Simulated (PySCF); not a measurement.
Species: C7H11O (doublet state).
Z-matrix (Å and degrees, GFN2-xTB geometry), rows numbered from 1:
```
C 
C   1  1.4794
C   2  1.4679  1  121.66
C   3  1.5734  2  112.84  1   -75.15
C   4  1.4948  3  111.41  2   -67.39
C   5  1.3222  4  109.63  3  -112.68
C   6  1.4975  5  109.32  4    -1.70
O   7  1.4176  6  105.21  5    -4.55
H   1  1.0883  2  111.00  3   -23.81
H   1  1.0913  2  110.87  3  -145.14
H   1  1.0982  2  111.59  3    96.37
H   2  1.0773  1  118.03  3  -166.69
H   3  1.0916  2  111.24  1   164.52
H   3  1.0932  2  111.19  1    42.98
H   4  1.0972  3  107.93  2    57.49
H   5  1.0731  4  121.88  3    65.04
H   6  1.0734  5  128.52  4   178.32
H   7  1.1012  6  111.70  5   115.38
H   7  1.0973  6  112.59  5  -122.86
```

The hyperfine couplings belong to this conformer and change with its torsions.

Identity: `C1O[C@H](C[CH]C)C=C1` [radical].

Theory: UKS B3LYP, pcH-1 on C H O, non-relativistic, mean-field spin-orbit, GIAO in PySCF 2.14.0. One conformer (not necessarily the lowest) at the GFN2-xTB geometry, without solvent, vibrations or thermal averaging. A GFN2-xTB geometry isn't a minimum of the functional, and hyperfine couplings can be far from their values at a DFT geometry. The SCF solution wasn't tested for stability.

Principal values of hyperfine tensors in MHz (contact and dipolar terms together), for some of the nuclei:

```tsv
atom	isotope	A1	A2	A3
C2	13C	22.91	23.75	260.44
C4	13C	82.02	82.43	103.42
H10	1H	65.20	65.52	79.42
H12	1H	-97.33	-59.91	-21.47
H14	1H	49.00	49.32	62.47
C3	13C	-35.97	-34.56	-31.33
C1	13C	-35.12	-32.54	-30.36
H13	1H	18.09	18.96	31.97
```

Task: Give the isotropic coupling of each nucleus in MHz and in mT (g = 2.0027), and the anisotropic part.

Result: a_iso is a third of the trace, T = A − a_iso, and a(mT) = a(MHz)/(g × 13.996).

```
atom  a_iso (MHz)  a_iso (mT)      T1      T2      T3
  C2       102.36       3.652  -79.46  -78.62  158.07
  C4        89.29       3.186   -7.27   -6.86   14.13
 H10        70.05       2.499   -4.85   -4.53    9.38
 H12       -59.57      -2.125  -37.76   -0.34   38.10
 H14        53.60       1.912   -4.60   -4.28    8.88
  C3       -33.95      -1.211   -2.01   -0.61    2.63
  C1       -32.67      -1.166   -2.45    0.14    2.31
 H13        23.01       0.821   -4.92   -4.05    8.96
```

Task: What spin density at the nucleus of C3 lies behind its contact coupling (g_N = 1.40482)?

Result: a_FC = (2μ0/3) gₑ μB g_N μN ρ(0)/(2S·h) = 800.24 MHz × g_N × ρ(0)/(2S), with ρ in bohr⁻³. With a_FC = -33.95 MHz and 2S = 1, ρ(0) = -0.0302 bohr⁻³.

Task: H11 (1H, g_N = 5.58569) isn't in the table. Its spin density at the nucleus is 0.03195 bohr⁻³. What is its contact coupling?

Result: By the same relation, a_FC = 142.8 MHz. Its full tensor has the principal values 137.50, 139.86, 151.07 MHz.

Task: Which nucleus of the table has the largest anisotropic coupling, and what is its form?

Result: C2: -79.5, -78.6, 158.1 MHz, axial, in the ratio −1:−1:+2, the form that spin in one p orbital centred on that nucleus gives.

Task: What first-order splitting does H10 cause when the field lies along A1, A2 or A3 of its tensor (g taken as isotropic, no quadrupole term)?

Result: 2 lines (I = 1/2), spaced by |A_i|/(g × 13.996): 2.33, 2.34, 2.83 mT along the axes of A1, A2 and A3.

On one thread of an Arm Neoverse V2, no GPU, on a shared host, this took 70 s (with the writing of density and orbital grids) and 1.1 GiB of memory at its peak.
